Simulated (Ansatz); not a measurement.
`C[O][Mo](=[O])([Cl])([Cl])[Cl]`. Charge 0, multiplicity 1. Correlated methods include outer-core shells of Mo, which these sets cover unevenly. Mo: def2 effective core potential.

Z-matrix (Å, degrees):
```
Mo
Cl 1 2.299
O 1 1.834 2 86.2
Cl 1 2.290 2 86.0 3 159.2
O 1 1.644 2 110.6 3 -100.7
Cl 1 2.299 2 138.7 3 79.9
C 3 1.396 1 136.1 2 69.7
H 7 1.091 3 108.8 1 179.9
H 7 1.096 3 109.3 1 -59.8
H 7 1.096 3 109.3 1 59.6
```

**Question.** Give the diagnostics of a CCSD(T)/def2-TZVPP run (frozen core, Ansatz). (Best estimate.)

**Answer.** Computed: T1 = 0.0247, largest single amplitude 0.099, largest double 0.062, (T) share of the correlation energy 5.7 %, 15 CCSD cycles. The RHF solution is stable towards an unrestricted one. T1 lies over the customary mark of 0.02 for closed shells; compounds of d metals often pass it without a breakdown.
